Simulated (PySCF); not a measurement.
Positional isomers: benzothiophene ethynyl+boryl. All species are isolated molecules in the gas phase. One relaxed conformer stands for each flexible species; it need not be the lowest. Strings in code marks are SMILES.

The HOMO–LUMO gap from two functionals at the same geometries (PBE0-D3(BJ)/def2-SVP), both in PySCF: PBE-D3(BJ)/def2-TZVP and ωB97X-D3(BJ)/def2-TZVP. 

| species | ωB97X-D3(BJ)/def2-TZVP (eV) |
|---|---|
| `s1c2c(ccc(C#C)c2B)cc1` | 8.06 |
| `Bc1cc(C#C)c2ccsc2c1` | 8.15 |
| `Bc1cc(C#C)cc2ccsc12` | 8.30 |
| `Bc1cc2cccc(C#C)c2s1` | 7.99 |
| `Bc1c(cc2c(c1)scc2)C#C` | 8.25 |
| `Bc1ccc(C#C)c2ccsc12` | 7.93 |

Problem. What does PBE-D3(BJ)/def2-TZVP give for each?

Solution. 
- `s1c2c(ccc(C#C)c2B)cc1`: 2.45
- `Bc1cc(C#C)c2ccsc2c1`: 2.65
- `Bc1cc(C#C)cc2ccsc12`: 2.60
- `Bc1cc2cccc(C#C)c2s1`: 2.48
- `Bc1c(cc2c(c1)scc2)C#C`: 2.68
- `Bc1ccc(C#C)c2ccsc12`: 2.43
Over these rows, drawn at random from the members with no instability flagged (it was tested for open shells, ions and some series alone), PBE minus ωB97X-D3(BJ): mean -5.56 eV, from -5.70 eV to -5.50 eV.
